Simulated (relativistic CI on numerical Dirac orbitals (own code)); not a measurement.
## Zn3+: M2,3 absorption edge

Computed with this model: Dirac-Coulomb-Breit CI, separate exchange-only KLI orbitals for each configuration, model QED, valence Slater integrals scaled by 0.7, multiplet model of core-to-valence dipole absorption; configurations [Ar] 3d9 → [Ne] 3s2 3p5 3d10; 300 K; Lorentzian 0.8 eV and Gaussian 0.3 eV FWHM. Energies are those of the free ion, without screening or charge transfer. The branching ratio is the share of the lower-energy edge in the whole absorption, uncertain by about 0.02 where the edges overlap. S is read from ⟨S²⟩ = S(S + 1).

Field parameters in Wybourne normalisation: D4h B²₀ = −7Ds, B⁴₀ = 21(Dq − Dt), B⁴₄ = 21√(5/14) Dq; Oh B⁴₀ = 21Dq, B⁴₄ = √(5/14) B⁴₀; Td as Oh with Dq negative (B⁴₀ = 21Dq, B⁴₄ = √(5/14) B⁴₀). The field is a parameter set, without covalency.

Computed curve for Td, 10Dq = -14650 cm⁻¹, scaled to 100 at the maximum (points under 2 are left out and the grid is thinned):

```json
{"Energy (eV)": "80.5", "Intensity": "2.0"}
{"Energy (eV)": "80.6", "Intensity": "2.2"}
{"Energy (eV)": "80.8", "Intensity": "2.5"}
{"Energy (eV)": "80.9", "Intensity": "2.7"}
{"Energy (eV)": "81.1", "Intensity": "3.2"}
{"Energy (eV)": "81.2", "Intensity": "3.5"}
{"Energy (eV)": "81.4", "Intensity": "4.2"}
{"Energy (eV)": "81.5", "Intensity": "4.6"}
{"Energy (eV)": "81.7", "Intensity": "5.7"}
{"Energy (eV)": "81.8", "Intensity": "6.4"}
{"Energy (eV)": "82.0", "Intensity": "8.3"}
{"Energy (eV)": "82.1", "Intensity": "9.5"}
{"Energy (eV)": "82.3", "Intensity": "12.9"}
{"Energy (eV)": "82.4", "Intensity": "15.3"}
{"Energy (eV)": "82.6", "Intensity": "22.3"}
{"Energy (eV)": "82.7", "Intensity": "27.5"}
{"Energy (eV)": "82.9", "Intensity": "43.6"}
{"Energy (eV)": "83.0", "Intensity": "55.3"}
{"Energy (eV)": "83.2", "Intensity": "83.4"}
{"Energy (eV)": "83.3", "Intensity": "94.9"}
{"Energy (eV)": "83.5", "Intensity": "96.7"}
{"Energy (eV)": "83.6", "Intensity": "86.2"}
{"Energy (eV)": "83.8", "Intensity": "58.1"}
{"Energy (eV)": "83.9", "Intensity": "45.9"}
{"Energy (eV)": "84.1", "Intensity": "28.8"}
{"Energy (eV)": "84.2", "Intensity": "23.3"}
{"Energy (eV)": "84.4", "Intensity": "15.8"}
{"Energy (eV)": "84.5", "Intensity": "13.3"}
{"Energy (eV)": "84.7", "Intensity": "9.8"}
{"Energy (eV)": "84.8", "Intensity": "8.5"}
{"Energy (eV)": "85.0", "Intensity": "6.6"}
{"Energy (eV)": "85.1", "Intensity": "5.9"}
{"Energy (eV)": "85.3", "Intensity": "4.7"}
{"Energy (eV)": "85.4", "Intensity": "4.3"}
{"Energy (eV)": "85.6", "Intensity": "3.5"}
{"Energy (eV)": "85.7", "Intensity": "3.3"}
{"Energy (eV)": "85.9", "Intensity": "2.8"}
{"Energy (eV)": "86.0", "Intensity": "2.6"}
{"Energy (eV)": "86.2", "Intensity": "2.2"}
{"Energy (eV)": "86.3", "Intensity": "2.1"}
```

The ground state has S = 0.50, and the centroid lies at 83.41 eV.
